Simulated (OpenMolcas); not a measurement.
**Al⁺: effect of the active space**

```
Program             : OpenMolcas 26.06
Method              : CASSCF or its RAS form
Basis               : ANO-RCC-VTZP
Scalar Hamiltonian  : DKH2, point nucleus
Spin-orbit coupling : state interaction with AMFI integrals over the reference wave functions, term energies averaged over their components
```

A. 2 electrons in 4 orbitals (3s 3p); 2S+1 = 3 even, 3 roots; 2S+1 = 1 even, 7 roots; 2S+1 = 3 odd, 3 roots; 2S+1 = 1 odd, 3 roots; cost roughly 8 core-seconds
B. 2 electrons in 8 orbitals (3s 3p 4s 4p); 2S+1 = 3 even, 3 roots; 2S+1 = 1 even, 7 roots; 2S+1 = 3 odd, 3 roots; 2S+1 = 1 odd, 3 roots; cost roughly 12 core-seconds
C. 2 electrons in 9 orbitals (RAS2 3s 3p; RAS3 3d, at most 2 electrons); 2S+1 = 3 even, 3 roots; 2S+1 = 1 even, 7 roots; 2S+1 = 3 odd, 3 roots; 2S+1 = 1 odd, 3 roots; cost roughly 14 core-seconds

Energies in cm⁻¹ above 3s² ¹S₀, the measured ground level; measured values from NIST Handbook of Basic Atomic Spectroscopic Data.

| Level | A | B | C | Measured |
| --- | --- | --- | --- | --- |
| 3s² ¹S₀ | 0.0 | 0.0 | 0.0 | 0.0 |
| 3s 3p ³P°₀ | 36051 | 37350 | 35374 | 37393 |
| 3s 3p ³P°₁ | 36102 | 37401 | 35424 | 37454 |
| 3s 3p ³P°₂ | 36204 | 37502 | 35526 | 37578 |
| 3s 3p ¹P°₁ | 66633 | 67701 | 60288 | 59852 |

Deviations, from unrounded energies. A percentage is the sum of absolute deviations over the sum of measured energies, with the sign that they share, or ± where signs differ.

| Against measurement | Levels | A | B | C |
| --- | --- | --- | --- | --- |
| mean absolute deviation (cm-1) | 4 | 2700 | 2000 | 1600 |
| other configurations (%) | 4 | ±6.3 | ±4.7 | ±3.8 |

C lies closest to measurement on these levels and A furthest from it. The largest miss of C in the table is 3s 3p ³P°₂, by -2100 cm-1. The ranking rests on the paired levels alone, and a cruder setting can come out closer through cancelling errors.

Among A to C the level of the table that moves most is 3s 3p ¹P°₁, by 7400 cm-1 (lowest in C, highest in B).

Without dynamic correlation excited terms often stand tens of per cent too high (terms of higher spin than the ground term too low), and those without a measured partner can miss by more than the paired ones. The run also gave levels led by 3s 4s, which use shells meant for correlation; these and all levels above them are left out (holds for B). Active for correlation alone: 3d; no level in the range computed is led by a configuration that fills it, so any true level of that kind is missing (holds for C). Computed and measured levels are paired by configuration, term and J; levels that our copy of the source lacks, or whose pairing is in doubt (as where it misses far off the trend of its configuration), stay unpaired and out of the deviations. Only configurations of the active space appear. The table leaves out levels that lie high or whose names do not pair safely across all columns.

° marks odd parity.
